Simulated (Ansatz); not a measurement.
Relaxation of BClFH3O (7 atoms, charge 0, multiplicity 1), to a largest force component of 0.03 eV/Å in at most 50 steps.

All numbers below come from RKS LDA/def2-mTZVP (Ansatz).

```xyz
7
Properties=species:S:1:pos:R:3:forces:R:3
B 0.037 0.449 -0.450 -0.03 -0.31 0.30
O -0.014 -0.021 2.103 0.03 0.61 -0.51
H -0.968 -0.232 2.158 -0.02 -0.02 0.00
F 1.117 -0.181 -0.840 -0.03 0.04 0.00
Cl -1.536 -0.188 -0.895 0.03 0.01 0.01
H 0.107 1.507 0.100 0.06 0.27 -0.16
H 0.001 0.947 1.880 -0.02 -0.60 0.37
```

Problem. Where does it end, and by what steps?

Solution. It converged. The force dipped under the threshold on the way, but the program's further checks kept it going. After 39 steps the energy has fallen by 0.647 eV; H3 moved furthest, 1.35 Å. Joined: B1–O2 (2.60 → 1.64 Å).

```tsv
step	energy less start (eV)	largest force component (eV/Å)	accepted
0	0.0000	0.612	yes
2	-0.1957	2.156	yes
4	-0.5462	1.212	yes
6	-0.6026	0.180	yes
8	-0.6088	0.070	yes
10	-0.6110	0.216	yes
12	-0.6147	0.097	yes
14	-0.6160	0.021	yes
16	-0.6169	0.106	yes
18	-0.6186	0.029	yes
20	-0.6194	0.080	yes
22	-0.6203	0.101	yes
24	-0.6084	0.814	no
26	-0.6237	0.128	yes
28	-0.6308	0.131	yes
30	-0.6332	0.232	yes
32	-0.6398	0.229	no
34	-0.6427	0.293	yes
36	-0.6457	0.030	yes
38	-0.6467	0.088	yes
39	-0.6470	0.010	yes
```

```xyz
7
Properties=species:S:1:pos:R:3
B 0.022 0.513 -0.039
O -0.057 0.444 1.599
H 0.329 -0.434 1.830
F 0.706 -0.628 -0.332
Cl -1.774 0.442 -0.467
H 0.547 1.558 -0.318
H -1.030 0.386 1.783
```

Whether the end is a true minimum wasn't checked by a vibrational analysis.

Time of the run: 25 s on 2 threads of Intel(R) Xeon(R) 6975P-C (Granite Rapids), on a shared host, peak memory 0.17 GiB.
